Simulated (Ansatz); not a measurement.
Two isomers of CH6OSSi: A = `C[SiH](O)S`, B = `CO[SiH2]S`.

Computed with Ansatz on PBE0-D4/def2-TZVP structures; ΔE is electronic, products minus reactants. CBS: MP2 limit from def2 TZ/QZ plus the TZ coupled-cluster correction, frozen cores. This one scheme is used for every species. DFT in def2-TZVPP. Each species was taken in one conformer, which may not be the lowest.

Task: Which is lower in electronic energy at CCSD(T)/CBS, and by how much? (An estimate is asked.)

Result: Computed: A, by 115.1 kJ/mol.

Task: Give E(B) − E(A) in kJ/mol with B2PLYP, CCSD(T)/def2-TZVPP, PBE0-D4, MP2/def2-TZVPP, r2SCAN-D4, ωB97M-V, CCSD(T)/def2-SVP. (An estimate is asked.)

Result: Ansatz gave: B2PLYP 109.7, CCSD(T)/def2-TZVPP 111.7, PBE0-D4 114.5, MP2/def2-TZVPP 118.8, r2SCAN-D4 116.2, ωB97M-V 114.4, CCSD(T)/def2-SVP 93.1. None reverses the order clearly.

Task: Does the order hold for the free energy at 298.15 K (harmonic terms from PBE0-D4)? (Estimate.)

Result: The calculation gave: Yes: G(B) − G(A) = +110.6 kJ/mol, for one conformer each. Modes under 60 cm⁻¹, often nearly free rotors, make the harmonic entropy too high.

Largest T1 diagnostic: 0.011.

Leaving LDA and LC-ωPBE aside and taking each functional with its dispersion term where it has one, the values, not all of them listed here, spread over 10.8 kJ/mol, from BLYP-D4 to r2SCAN0-D4. LDA lies +3.5 kJ/mol from PBE without D4. At CCSD(T), def2-SVP lies −21.9 kJ/mol from the extrapolated value and def2-TZVPP −3.4 kJ/mol.
